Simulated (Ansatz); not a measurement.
Two members of one family (Series BeMeX), computed with Ansatz in the gas phase. The two geometries come from different levels. Binding counts from free atoms in the multiplicity of their measured ground term, without zero-point energy. A dash marks a value that wasn't run or was left out as unsound. The structures are stationary points that may keep the symmetry of their start. Remarks come from the PBE and PBE0 runs and from stability tests at other levels; not every state was tested. HOMO above LUMO (over both spins in singlets and doublets, within one spin in higher multiplets; at PBE or PBE0), or a gap under 0.15 eV within one spin, warns that the state may not be the lowest or that an electron is smeared out.

First: BeMeCl (singlet, charge 0, PBE0-D4/def2-TZVP geometry).

```xyz
6

Be    0.832    0.491    0.312
C    -0.540   -0.318   -0.202
H    -0.391   -1.403   -0.203
H    -0.821   -0.029   -1.219
H    -1.397   -0.108    0.444
Cl    2.317    1.367    0.867
```

| level | HOMO (eV) | LUMO (eV) | gap (eV) | vertical IE (eV) | binding per atom (eV) |
| --- | --- | --- | --- | --- | --- |
| PBE-D4/def2-SVP | -7.46 | -0.57 | 6.89 | – | 3.65 |
| PBE-D4/def2-TZVP | -7.51 | -0.71 | 6.80 | 11.05 | 3.63 |
| PBE0-D4/def2-SVP | -8.92 | 0.23 | 9.15 | – | 3.62 |
| PBE0-D4/def2-TZVP | -8.91 | -0.13 | 8.78 | 11.40 | 3.60 |
| ωB97M-V/def2-TZVP | -11.25 | 0.66 | 11.90 | – | 3.59 |

Remarks: gap within one spin near zero at PBE or PBE0 (+1 doublet).

Second: BeMe(OH) (singlet, charge 0, PBE-D4/def2-TZVP geometry).

```xyz
7

Be   -0.3311    0.4933    0.2429
C     0.6051   -0.6857   -0.5246
H     0.9975   -1.4296    0.1868
H     1.4749   -0.2397   -1.0327
H     0.0336   -1.2373   -1.2871
O    -1.0884    1.5485    0.8328
H    -1.6916    1.5505    1.5818
```

Problem. Estimate the same table for the second.

Solution. 
```
            level  HOMO (eV)  LUMO (eV)  gap (eV)  vertical IE (eV)  binding per atom (eV)
  PBE-D4/def2-SVP      -6.98      -0.36      6.62                 –                   3.87
 PBE-D4/def2-TZVP      -7.09      -0.76      6.34             10.77                   3.86
 PBE0-D4/def2-SVP      -8.42       0.36      8.78                 –                   3.81
PBE0-D4/def2-TZVP      -8.48      -0.14      8.34             11.08                   3.79
ωB97M-V/def2-TZVP     -10.82       0.63     11.45                 –                   3.81
```

Remarks: gap within one spin near zero at PBE or PBE0 (+1 doublet).
